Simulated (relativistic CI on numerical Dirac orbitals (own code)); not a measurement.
Computed by Dirac-Coulomb-Breit CI, separate exchange-only KLI orbitals for each configuration, a model potential for QED, valence Slater integrals scaled by 0.85, P86 correlation estimate, and configurations built on the next ion tied to the tabulated ionisation energy (semi-empirical) (own radial code, finite nucleus).

Configurations in the expansion (outside the closed core [Kr]): 4d10, 4d9 5s, 4d9 5p, 4d9 5d, 4d9 6s, 4d9 4f, 4d9 5f, 4d8 5s2, 4d9 6p, 4d8 4f2, 4d9 6d, 4d8 5s 5p, 4d9 5g, 4d9 6f, 4d9 6g, 4d8 5p2, 4d8 5s 6s. Levels of other configurations are missing.

Configurations that consist of the next ion and one excited electron were tied to the tabulated ionisation energy; Rydberg ones are usually within 1,000 to 3,000 cm⁻¹ and the lowest ones within about 6,000 (9,000 in d shells), while levels on excited terms of the next ion carry the error of that term, and the other configurations can be misplaced by 10,000 cm⁻¹ or more. Rates follow the energies as ν³ (E1, M1) or ν⁵ (E2), so rates, branching and lifetimes can be off by large factors. The fine structure of a lone outer electron comes out too small, for d and f at times inverted, and misplaced configurations move strength between like terms. 16 of the 28 excited levels that our extract of the measured tables holds in this range could be paired (the sources list more); they are missed by 4360 cm⁻¹ on average and 7607 at most, and levels without a partner can miss by more.

Outline of the computed level scheme of Cd III. Lowest level of each configuration: 4d10 1S_0 at 0.0000 eV; 4d9 5s 3D_3 at 10.8564 eV; 4d9 5p 3P°_2 at 17.2302 eV; 4d8 5s2 3F_4 at 22.9462 eV; 4d9 5d 3S_1 at 25.3588 eV; 4d9 6s 3D_3 at 25.5467 eV.

Some strong electric-dipole decays among the lowest 45 levels: 4d9 5p 1P°_1 → 4d10 1S_0 (3.6e+09 s⁻¹); 4d9 5d 3G_5 → 4d9 5p 3F°_4 (1.7e+09 s⁻¹); 4d9 5d 1G_4 → 4d9 5p 3F°_3 (1.5e+09 s⁻¹); 4d9 5d 1G_4 → 4d9 5p 3F°_3 (1.4e+09 s⁻¹); 4d9 5p 3D°_1 → 4d10 1S_0 (1.2e+09 s⁻¹); 4d9 5d 3G_3 → 4d9 5p 1D°_2 (8.8e+08 s⁻¹); 4d9 5d 3P_2 → 4d9 5p 3P°_2 (8.4e+08 s⁻¹); 4d9 5d 3S_1 → 4d9 5p 3P°_2 (8.0e+08 s⁻¹).

Rates of lines that live on the mixing of spin multiplicities can be off by large factors.

LS names give the leading component of a level, which can be under half, so a name can repeat, a term be missing and a line seem to break the LS rules.
